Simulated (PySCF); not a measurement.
C6H18N2Si, SMILES CN(C)[Si](C)(C)N(C)C. Atoms are numbered in the order given.

```xyz
27

C     -2.6804     0.4876     0.2114
N     -1.3919    -0.1081     0.4808
C     -1.4244    -1.1076     1.5281
Si     0.0000     0.0000    -0.5705
C     -0.2152     1.5179    -1.6671
C      0.2152    -1.5179    -1.6671
N      1.3919     0.1081     0.4808
C      1.4244     1.1076     1.5281
C      2.6804    -0.4876     0.2114
H     -3.1015     0.9586     1.1221
H     -3.4309    -0.2525    -0.1403
H     -2.6034     1.2702    -0.5560
H     -2.0752    -1.9717     1.2763
H     -1.8058    -0.6818     2.4774
H     -0.4101    -1.4881     1.7209
H     -1.0520     1.4189    -2.3775
H     -0.3771     2.4311    -1.0720
H      0.7043     1.6636    -2.2578
H      0.3771    -2.4311    -1.0720
H      1.0520    -1.4189    -2.3775
H     -0.7043    -1.6636    -2.2578
H      2.0752     1.9717     1.2763
H      1.8058     0.6818     2.4774
H      0.4101     1.4881     1.7209
H      3.4309     0.2525    -0.1403
H      2.6034    -1.2702    -0.5560
H      3.1015    -0.9586     1.1221
```

Geometry optimised at B3LYP-D3(BJ)/def2-SVP. The isomer is the one that the SMILES or the coordinates give; other isomers of the formula were not compared. One conformer was computed; it need not be the lowest.

Calculation: PySCF with B3LYP-D3(BJ)/def2-SVP.

Frequencies are harmonic and unscaled.

| mode | ν (cm⁻¹) | IR (km/mol) | moving atoms (share of kinetic energy) |
|---|---|---|---|
| 1 | 44 | 0.2 | C 65 %, H 34 % |
| 2 | 64 | 0.1 | C 63 %, H 33 % |
| 3 | 75 | 0.6 | C 46 %, H 46 % |
| 4 | 101 | 0.8 | H 49 %, C 31 %, N 16 % |
| 5 | 159 | 0.6 | C 52 %, H 44 % |
| 6 | 185 | 0.0 | H 59 %, C 29 %, N 12 % |
| 7 | 191 | 0.5 | H 83 %, C 14 % |
| 8 | 193 | 0.2 | H 88 %, C 9 % |
| 9 | 203 | 0.5 | H 59 %, C 31 % |
| 10 | 216 | 0.2 | H 61 %, C 33 % |
| 11 | 226 | 0.1 | H 93 % |
| 12 | 227 | 0.4 | H 83 %, C 13 % |
| 13 | 236 | 2.2 | H 57 %, C 35 % |
| 14 | 289 | 6.4 | N 47 %, H 41 %, C 12 % |
| 15 | 297 | 13.7 | N 44 %, H 38 %, C 17 % |
| 16 | 325 | 0.7 | C 55 %, H 30 %, N 14 % |
| 17 | 355 | 9.4 | C 40 %, H 26 %, N 18 %, Si 16 % |
| 18 | 388 | 7.9 | C 41 %, H 27 %, Si 16 %, N 15 % |
| 19 | 391 | 2.8 | H 37 %, C 36 %, Si 19 % |
| 20 | 570 | 0.3 | C 59 %, H 25 %, N 16 % |
| 21 | 659 | 9.2 | C 35 %, H 33 %, Si 22 %, N 10 % |
| 22 | 675 | 6.8 | H 54 %, C 34 %, Si 12 % |
| 23 | 702 | 35.1 | C 38 %, Si 30 %, H 28 % |
| 24 | 742 | 0.4 | H 78 %, C 21 % |
| 25 | 784 | 91.2 | Si 39 %, H 38 %, C 23 % |
| 26 | 839 | 134.1 | H 53 %, Si 25 %, C 22 % |
| 27 | 850 | 94.0 | H 58 %, C 23 %, Si 18 % |
| 28 | 1010 | 243.3 | H 38 %, C 37 %, N 22 % |
| 29 | 1021 | 84.2 | H 39 %, C 37 %, N 23 % |
| 30 | 1090 | 5.4 | H 74 %, C 24 % |
| 31 | 1090 | 0.5 | H 74 %, C 24 % |
| 32 | 1118 | 0.6 | H 81 %, C 19 % |
| 33 | 1118 | 0.3 | H 81 %, C 19 % |
| 34 | 1169 | 4.8 | H 70 %, C 19 %, N 11 % |
| 35 | 1170 | 3.1 | H 70 %, C 19 %, N 11 % |
| 36 | 1235 | 107.2 | N 59 %, C 31 %, H 10 % |
| 37 | 1243 | 50.8 | N 60 %, C 30 %, H 10 % |
| 38 | 1269 | 55.3 | H 76 %, C 23 % |
| 39 | 1272 | 29.0 | H 77 %, C 21 % |
| 40 | 1317 | 113.5 | N 39 %, H 36 %, C 23 % |
| 41 | 1318 | 29.7 | N 41 %, H 36 %, C 22 % |
| 42 | 1428 | 2.4 | H 90 %, C 9 % |
| 43 | 1431 | 2.5 | H 89 %, C 11 % |
| 44 | 1432 | 2.2 | H 94 % |
| 45 | 1433 | 3.0 | H 94 % |
| 46 | 1439 | 0.8 | H 94 % |
| 47 | 1442 | 2.4 | H 95 % |
| 48 | 1456 | 0.2 | H 95 % |
| 49 | 1457 | 0.8 | H 90 %, C 10 % |
| 50 | 1461 | 1.1 | H 91 %, C 9 % |
| 51 | 1464 | 8.3 | H 89 %, C 11 % |
| 52 | 1465 | 8.6 | H 93 % |
| 53 | 1466 | 5.4 | H 96 % |
| 54 | 1482 | 23.9 | H 96 % |
| 55 | 1483 | 11.6 | H 96 % |
| 56 | 1505 | 1.4 | H 94 % |
| 57 | 1507 | 0.9 | H 94 % |
| 58 | 2942 | 112.4 | H 96 % |
| 59 | 2942 | 25.5 | H 96 % |
| 60 | 2949 | 296.0 | H 96 % |
| 61 | 2952 | 20.0 | H 96 % |
| 62 | 2993 | 87.9 | H 91 %, C 9 % |
| 63 | 2994 | 123.8 | H 92 %, C 8 % |
| 64 | 3002 | 2.8 | H 91 %, C 9 % |
| 65 | 3003 | 28.9 | H 91 %, C 9 % |
| 66 | 3024 | 5.7 | H 97 % |
| 67 | 3026 | 2.8 | H 97 % |
| 68 | 3108 | 0.9 | H 91 %, C 9 % |
| 69 | 3109 | 18.8 | H 91 %, C 9 % |
| 70 | 3109 | 0.0 | H 91 %, C 9 % |
| 71 | 3111 | 36.8 | H 91 %, C 9 % |
| 72 | 3117 | 10.1 | H 91 %, C 9 % |
| 73 | 3117 | 8.7 | H 91 %, C 9 % |
| 74 | 3127 | 15.0 | H 91 %, C 9 % |
| 75 | 3127 | 21.4 | H 91 %, C 9 % |
